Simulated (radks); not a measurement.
The numbers below are computed, except where a source is named.
Numerical settings for neutral cerium, [Xe] 4f1 5d1 6s2. Level of theory: Dirac Kohn-Sham, PBE, spin-unpolarised, spherical densities, point nucleus; open shells fill j = l - 1/2 first (a radial shooting solver on a logarithmic mesh with Libxc functionals). The defaults (mesh step 0.008 in ln r, mesh end at 40 bohr or more with all orbitals vanishing there, Anderson mixing 0.5 over 9 steps, residual threshold near 1e-9 with the energy settled to 1e-9 hartree or 1e-11 of itself, here a cap of 82 iterations) give E = -8865.1947 hartree and 5d3/2 at -3.144 eV in 14 iterations. Run on one thread of a shared host, so times are rough (Arm Neoverse V1): 0.19 s of CPU time, 0.19 s wall, 14 iterations on 2728 mesh points. Changes against that run (0 stands for a change within the tolerance of the run):

setting,iterations,converged,E (mhartree),e(5d3/2) (meV),CPU (s)
mesh step in ln r 0.12,4,no,diverged,-,0.01
mesh step in ln r 0.03,14,yes,+0.00473,0,0.06
mesh step in ln r 0.2,2,no,diverged,-,0.03
mesh end (bohr) 12,14,yes,+0.529,+37.8,0.18
mesh end (bohr) 2,13,level above zero,+2.98e+04,+1.13e+05,0.12
residual threshold 0.001,9,yes,0,-2.22,0.15
residual threshold 1e-13,24,yes,0,0,0.25
mixing 1.5,16,yes,0,0,0.23
"linear mixing, mixing 0.5",30,yes,0,0,0.3
"linear mixing, mixing 0.05",82,no,+0.0133,-29.7,0.81
mixing history 20,20,yes,0,0,0.23
iteration cap 3,3,no,+14.4,-524,0.06

Settled on a wrong energy, with an occupied level pushed above zero by the early mesh end: mesh end (bohr) 2 (+29.8 hartree). Apart from these: no run marked as converged misses the energy by more than 1 mhartree. A mesh that ends early acts as a hard wall.
